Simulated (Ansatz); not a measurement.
Cost and result for the atomization energy of C₂H₆Al₂ (10 atoms, 12 bonds).

```xyz
10

Al    1.5641   -0.6539    0.0137
C     0.3626    0.6246   -0.6135
C    -0.7615    1.1369    0.2717
Al   -0.9546   -0.7873    0.1864
H     2.9271   -1.4171   -0.1536
H     0.4306   -1.3454    1.1464
H     0.4249    1.0278   -1.6223
H    -1.5286    1.6934   -0.2674
H    -0.4829    1.6528    1.1858
H    -1.9817   -1.9318   -0.1473
```

Total charge 0; spin multiplicity 1. The bonds changed during the relaxation, so this is another structure than the one it started from. The geometry is a stationary point of PBE0-D4/def2-TZVP. Program: Ansatz. All runs use 2 threads of an Arm Neoverse V1 on a shared host. Times are those of one run each, without the atoms' runs, and a repeat can differ threefold. Electronic energies, without spin–orbit coupling; frozen cores. CCSD(T)/CBS adds CCSD(T) − MP2 in def2-TZVPP to the MP2 limit, and its time is that of the two runs behind it. T1 = 0.013. B3LYP takes the VWN-RPA correlation (the form of Gaussian; ORCA's B3LYP/G).

CCSD(T)/CBS is a level of theory with its own doubt, some kJ/mol a heavy atom from the limit and from the frozen cores, so smaller differences don't rank the functionals.

```
                            level  functions  wall time  atomization (kcal/mol)  difference from CCSD(T)/CBS  per bond
           LDA (SPW92)/def2-TZVPP        230      2.2 s                   869.6                        100.4       8.4
                 CCSD(T)/def2-SVP         94      3.5 s                   731.6                        -37.6      -3.1
               BLYP-D4/def2-TZVPP        230      3.9 s                   758.5                        -10.7      -0.9
  PBE-D4/def2-TZVPP (with forces)        230      4.5 s                   777.4                          8.2       0.7
               PBE0-D4/def2-TZVPP        230      5.5 s                   769.3                          0.1       0.0
          CAM-B3LYP-D4/def2-TZVPP        230        6 s                   766.7                         -2.5      -0.2
B3LYP-D4/def2-TZVPP (with forces)        230      7.5 s                   764.3                         -4.9      -0.4
              PBE-QIDH/def2-TZVPP        230       10 s                   766.1                         -3.1      -0.3
                B2PLYP/def2-TZVPP        230       11 s                   757.1                        -12.1      -1.0
 ωB97M-V/def2-TZVPP (with forces)        230       22 s                   770.2                          1.0       0.1
                   MP2/def2-QZVPP        434       35 s                   769.4                          0.2       0.0
               CCSD(T)/def2-TZVPP        230      100 s                   750.1                        -19.1      -1.6
                CCSD(T)/CBS(def2)          –    2.3 min                   769.2                          0.0       0.0
```

From PBE to PBE0 (25 % exact exchange), in def2-TZVPP and without D4, the atomization energy moves by −7.4 kcal/mol: exact exchange takes away binding that semilocal exchange gives to molecules. At CCSD(T), def2-SVP lies −37.7 kcal/mol from the extrapolated value and def2-TZVPP −19.1 kcal/mol: correlation converges slowly with the basis, and small sets miss more of it in the bonded molecule than in its fragments. In def2-TZVPP, CCSD(T) changes the Hartree–Fock value by +186.4 kcal/mol (the triples alone add +12.0 kcal/mol) and MP2 by +194.3 kcal/mol; breaking electron pairs costs correlation energy, which Hartree–Fock lacks.
